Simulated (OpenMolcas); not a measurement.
# Cu4+, Ag4+, Au4+: d7 down the group

```yaml
Program: OpenMolcas 26.06
Method: XMS-CASPT2, IPEA 0.25 Eh, imaginary shift 0.1 Eh
Basis: ANO-RCC-VTZP
Scalar_Hamiltonian: DKH2, point nucleus
Spin-orbit_coupling: state interaction with AMFI integrals over the reference wave functions, term energies averaged over their components
```

Active space for each ion: 7 electrons in 5 orbitals (d); closed shells correlated by CASPT2: Cu4+ 3s 3p; Ag4+ 4s 4p; Au4+ 5s 5p.

Computed levels in cm-1 above 4F 9/2:

| Level | Cu4+ | Ag4+ | Au4+ |
| --- | --- | --- | --- |
| 4F 7/2 | 1551 | 3500 | 12280 |
| 4F 3/2 | 3410 | 6850 | 19600 |
| 4P 5/2 | 21130 | 15290 | 20520 |
| 4P 1/2 | 22280 | 17410 | 24210 |
| 2G 9/2 | 23360 | 17480 | 21930 |
| 2G 7/2 | 24840 | 20870 | 30120 |
| 2P 1/2 | 28780 | 24730 | 40240 |
| 2H 11/2 | 31610 | 23500 | 28920 |
| 2D 5/2(1) | 31850 | 24770 | 35230 |
| weight of 4F in the lowest level (%) | 100 | 97 | 81 |

Mixed levels, with the weight of the term that names them: Au4+ 4F 3/2 (51 %), Au4+ 4P 5/2 (71 %), Au4+ 4P 1/2 (65 %), Au4+ 2G 9/2 (55 %), Au4+ 2P 1/2 (65 %), Au4+ 2D 5/2(1) (68 %).

Measured, with the error of the calculation in %. Measured levels: Cu4+ from Sugar and Musgrove, J. Phys. Chem. Ref. Data 19, 527 (1990); Ag4+ from the list in Gamrath, thesis, University of Mons (2023).

```json
{"Level": "4F 7/2", "Cu4+": "1616 (-4.0)", "Ag4+": "3690 (-5.2)"}
{"Level": "4F 3/2", "Cu4+": "3528 (-3.3)", "Ag4+": "7097 (-3.5)"}
{"Level": "4P 5/2", "Cu4+": "20827 (+1.4)", "Ag4+": "14899 (+2.7)"}
{"Level": "4P 1/2", "Cu4+": "21935 (+1.6)", "Ag4+": "17067 (+2.0)"}
{"Level": "2G 9/2", "Cu4+": "22575 (+3.5)", "Ag4+": "16875 (+3.6)"}
{"Level": "2G 7/2", "Cu4+": "24100 (+3.1)", "Ag4+": "20442 (+2.1)"}
{"Level": "2P 1/2", "Cu4+": "28367 (+1.5)", "Ag4+": "24599 (+0.5)"}
{"Level": "2H 11/2", "Cu4+": "30402 (+4.0)", "Ag4+": "22532 (+4.3)"}
{"Level": "2D 5/2(1)", "Cu4+": "30966 (+2.9)", "Ag4+": "24361 (+1.7)"}
```

The fine-structure level 4F 3/2 changes by a factor of 5.75 from Cu4+ to Au4+.

Without spin-orbit coupling 4P lies 20120, 13060, 11040 cm-1 above 4F in that order; the difference to the level 4P 5/2, of either sign, comes from spin-orbit coupling, which also lowers the zero.

Term energies are means over components that CASPT2 splits; among the terms shown or strongly mixed into the levels shown the widest spread is 1200 cm-1 (3d7 4F, Cu4+). The CASPT2 spread within a term exceeds the gap to the next term for 3d7 2H and 3d7 2D(1), so the order of their levels is uncertain (figures for Cu4+; the like holds for Au4+). Computed and measured levels are paired by configuration, term and J; levels that our copy of the source lacks, or whose pairing is in doubt (as where it misses far off the trend of its configuration), stay unpaired and out of the deviations. Levels of configurations outside the active space are missing.

A number in round brackets counts repeated terms of one configuration in the order of the reference energies.
